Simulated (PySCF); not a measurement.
Simulation results for CH$_{3}$ClOSi, BClHO, AlBFH$_{2}$O, AlBH$_{2}$NO

All values are calculated (PySCF 2.14.0). Calculation on a computer-drawn molecule: the log of a Hartree-Fock and frozen-core CCSD(T) single point meant for a local Hartree-Fock minimum, with one planted fault or none, to be diagnosed. Offsets are logged minus clean, where the clean run is the same molecule without the fault. The reference is restricted for singlets and unrestricted otherwise, and also for a bond in bohr or an excited solution. Adding or removing an electron swaps singlet and doublet. The excited solution moves the top pair (singlet) or top alpha electron (doublet) to the lowest empty orbital. Highest occupied and lowest empty are orbital energies over both spins, largest force is the largest gradient component, triples share is (T) over the correlation energy, the T1 limit is 0.02 restricted and 0.045 unrestricted, electrons count all cores, a negative frequency is imaginary (commonest isotopes), and the dipole is about the centre of nuclear charge.

Common to all runs: meant multiplicity 1; meant basis cc-pV(D+d)Z; logged SCF converged yes; possible faults no fault, one electron removed, one electron added, multiplicity raised by two, geometry at a saddle point, SCF held on an excited solution, minimal basis STO-3G, one bond length entered in bohr, all coordinates scaled.

(1) CH$_{3}$ClOSi

Logged structure:
```xyz
7
CH3ClOSi
O     -1.6397    -0.9525     1.0496
C     -0.7973    -0.7530    -0.0615
Si     0.4875     0.5654     0.4483
Cl     1.5390     0.6059    -1.3877
H     -2.2957    -1.6019     0.8448
H     -0.2787    -1.6748    -0.3608
H     -1.3504    -0.4042    -0.9451
```

| Item | Value |
| --- | --- |
| meant charge | 0 |
| logged electrons | 48 |
| logged basis functions | 89 |
| logged spin squared | 0 |
| logged highest occupied | -5.7352 eV |
| logged lowest empty | -2.6126 eV |
| logged largest force | 0.053561 hartree/bohr |
| logged dipole magnitude | 2.8262 debye |
| logged SCF stable within its kind | no |
| logged energy HF | -862.66396 hartree |
| planted fault | SCF held on an excited solution |
| HF energy offset from clean run | 158.8 kcal/mol |

Drawn bonds:
```csv
atom,other atom,order
1,2,1
2,3,1
3,4,1
1,5,1
2,6,1
2,7,1
```

Notes: coupled-cluster numbers left out as unreliable.

(2) BClHO

Logged structure:
```xyz
4
BClHO
O     -1.6282    -1.9668     0.4830
B     -2.4391    -1.0308     0.4014
Cl    -3.4454     0.2327     0.2135
H     -1.5232    -2.7352     1.0434
```

| Property | Result |
| --- | --- |
| meant charge | 1 |
| logged electrons | 30 |
| logged basis functions | 56 |
| logged spin squared | 0 |
| logged highest occupied | -20.561 eV |
| logged lowest empty | -3.3026 eV |
| logged largest force | 2.061e-05 hartree/bohr |
| logged lowest frequency | 381.87 cm⁻¹ |
| logged T1 diagnostic | 0.015709 |
| logged D1 diagnostic | 0.042383 |
| logged triples share | 0.028444 |
| logged CC converged | yes |
| logged dipole magnitude | 3.401 debye |
| logged SCF stable within its kind | yes |
| logged energy HF | -559.42656 hartree |
| logged energy CCSD(T) | -559.84369 hartree |
| planted fault | no fault |
| HF energy offset from clean run | 0 kcal/mol |
| CCSD(T) energy offset from clean run | 0 kcal/mol |

Drawn bonds:
```csv
atom,other atom,order
1,2,1
2,3,1
1,4,1
```

(3) BClHO

Structure as in entry 2.

| Item | Value |
| --- | --- |
| meant charge | 1 |
| logged electrons | 31 |
| logged basis functions | 56 |
| logged spin squared | 0.7631 |
| logged highest occupied | -4.9646 eV |
| logged lowest empty | 3.7086 eV |
| logged largest force | 0.10434 hartree/bohr |
| logged T1 diagnostic | 0.023132 |
| logged D1 diagnostic | 0.10755 |
| logged triples share | 0.02455 |
| logged CC converged | yes |
| logged dipole magnitude | 1.9808 debye |
| logged SCF stable within its kind | yes |
| logged energy HF | -559.57765 hartree |
| logged energy CCSD(T) | -559.99988 hartree |
| planted fault | one electron added |
| HF energy offset from clean run | -94.81 kcal/mol |
| CCSD(T) energy offset from clean run | -98.01 kcal/mol |

Drawn bonds:
```csv
atom,other atom,order
1,2,1
2,3,1
1,4,1
```

(4) AlBFH$_{2}$O

Logged structure:
```xyz
6
AlBFH2O
O      1.5128     2.3786    -0.6568
B      0.6869     0.5870     0.5885
Al    -0.1453    -1.0765     1.8026
F      0.7676    -2.3550     1.3681
H      2.1560     2.6571    -1.3039
H     -1.3214    -0.8448     2.7714
```

| Property | Result |
| --- | --- |
| meant charge | 1 |
| logged electrons | 36 |
| logged basis functions | 75 |
| logged spin squared | 0.9504 |
| logged highest occupied | -16.599 eV |
| logged lowest empty | -6.1047 eV |
| logged largest force | 0.013892 hartree/bohr |
| logged T1 diagnostic | 0.033838 |
| logged D1 diagnostic | 0.15919 |
| logged triples share | 0.021356 |
| logged CC converged | yes |
| logged dipole magnitude | 4.1728 debye |
| logged SCF stable within its kind | yes |
| logged energy HF | -441.69626 hartree |
| logged energy CCSD(T) | -442.17996 hartree |
| planted fault | one bond length entered in bohr, row 1 of the drawn bonds |
| HF energy offset from clean run | 140.8 kcal/mol |
| CCSD(T) energy offset from clean run | 165.1 kcal/mol |

Drawn bonds:
```csv
atom,other atom,order
1,2,1
2,3,1
3,4,1
1,5,1
3,6,1
```

(5) AlBH$_{2}$NO

Logged structure:
```xyz
6
AlBH2NO
O     -1.9566     2.0150     0.0304
B     -1.4997     0.8269    -0.1465
N     -0.9960    -0.3464    -0.2841
Al    -0.2704    -1.8401    -0.3988
H     -2.7444     2.3299    -0.3980
H      0.3909    -3.2226    -0.5129
```

| Property | Result |
| --- | --- |
| meant charge | 1 |
| logged electrons | 34 |
| logged basis functions | 26 |
| logged spin squared | 0 |
| logged highest occupied | -13.713 eV |
| logged lowest empty | 1.5977 eV |
| logged largest force | 0.074967 hartree/bohr |
| logged T1 diagnostic | 0.021291 |
| logged D1 diagnostic | 0.051911 |
| logged triples share | 0.05562 |
| logged CC converged | yes |
| logged dipole magnitude | 4.5729 debye |
| logged SCF stable within its kind | yes |
| logged energy HF | -392.06513 hartree |
| logged energy CCSD(T) | -392.27163 hartree |
| planted fault | minimal basis STO-3G |
| HF energy offset from clean run | 3060 kcal/mol |
| CCSD(T) energy offset from clean run | 3236 kcal/mol |

Drawn bonds:
```csv
atom,other atom,order
1,2,1
2,3,1
3,4,2
1,5,1
4,6,1
```

Notes: T1 above single-reference limit.
